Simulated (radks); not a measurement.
Question: All-electron atom: Hg21+ in [Kr] 4d10 4f13. All-electron calculation, Dirac Kohn-Sham, relativistic LDA (MacDonald-Vosko exchange, VWN5 correlation), spin-unpolarised, spherical densities, finite nucleus; open shells fill j = l - 1/2 first; Fermi nuclear charge, rms radius 5.4648 fm. Program: a radial shooting solver on a logarithmic mesh with Libxc functionals. Some entries of the table are withheld. Estimate them.

orbital  occ.  eigenvalue (hartree)  r(max) (bohr)
1s1/2       2             -3047.988        0.01028
2s1/2       2             -556.5221            (1)
2p1/2       2             -535.3848        0.04378
2p3/2       4             -464.7427        0.05124
3s1/2       2             -146.6724         0.1676
3p1/2       2             -137.0430            (2)
3p3/2       4             -121.3461            (3)
3d3/2       4             -105.2604         0.1330
3d5/2       6             -101.8709         0.1371
4s1/2       2             -46.67093         0.3759
4p1/2       2             -42.50386         0.3733
4p3/2       4             -38.61294         0.4037
4d3/2       4             -31.73663         0.3943
4d5/2       6             -30.99081         0.4035
4f5/2       6             -22.04650            (4)
4f7/2       7             -21.87228            (5)
5s1/2       0             -20.83923         0.7743
5p1/2       0             -19.19109         0.7967
5p3/2       0             -18.09055         0.8488

Answer: 
(1) 2s1/2 r(max) (bohr): 0.05962
(2) 3p1/2 r(max) (bohr): 0.1561
(3) 3p3/2 r(max) (bohr): 0.1713
(4) 4f5/2 r(max) (bohr): 0.3547
(5) 4f7/2 r(max) (bohr): 0.3588
